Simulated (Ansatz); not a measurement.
`B[SiH2]CF` + `N=CF` → `BN=CF` + `FC[SiH3]` at 700 K and 1 bar (cleavage of the B–Si bond).

Gas-phase electronic energies from Ansatz, PBE0-D4/def2-TZVP geometries. CCSD(T)/CBS is the MP2 limit (def2-TZVPP, def2-QZVPP) plus CCSD(T) − MP2 in def2-TZVPP, frozen cores. This one scheme is used for every species. One conformer a species, not always the lowest.

| species | CCSD(T)/CBS energy (Eh) | H − E (kJ/mol) | S (J/(mol·K)) |
| --- | --- | --- | --- |
| `B[SiH2]CF` | -455.26817 | 247.7 | 449.7 |
| `N=CF` | -193.72220 | 122.2 | 297.1 |
| `BN=CF` | -219.13545 | 167.9 | 359.5 |
| `FC[SiH3]` | -429.90570 | 197.7 | 370.6 |

H − E and S are ideal-gas, rigid-rotor, harmonic terms from PBE0-D4/def2-TZVP, for one conformer and one mirror image of each species. 1 Eh = 2625.50 kJ/mol, R = 8.31446 J/(mol·K).

**Question.** By hand: ΔE, ΔH, ΔS and ΔG.

**Answer.** ΔE = (-219.13545) + (-429.90570) − (-455.26817) − (-193.72220) = -0.05078 Eh = -133.3 kJ/mol. Δ(H − E) = 167.9 + 197.7 − 247.7 − 122.2 = -4.3, so ΔH = -137.6 kJ/mol. ΔS = 359.5 + 370.6 − 449.7 − 297.1 = -16.7 J/(mol·K). ΔG = -137.6 − 700 × (-16.7)/1000 = -125.9 kJ/mol.

**Question.** By hand: the equilibrium constant, and the temperature at which ΔG would vanish if ΔH and ΔS stayed fixed.

**Answer.** log₁₀ K = −ΔG/(RT ln 10) = 9.4. ΔG = 0 at ΔH/ΔS = 8240 K, far beyond where these terms or the molecules hold.

ΔH outweighs TΔS. A doubt of 5 kJ/mol in ΔE shifts log₁₀ K by 0.4 here. Other conformers and mirror images would add mixing entropy, several J/(mol·K) or more a flexible species. Modes under 60 cm⁻¹, often nearly free rotors, make the harmonic entropy too high. These are equilibria of isolated gas molecules and say nothing of rates. Largest T1 diagnostic: 0.015 (customary marks: 0.02 for closed shells, 0.045 for open ones).
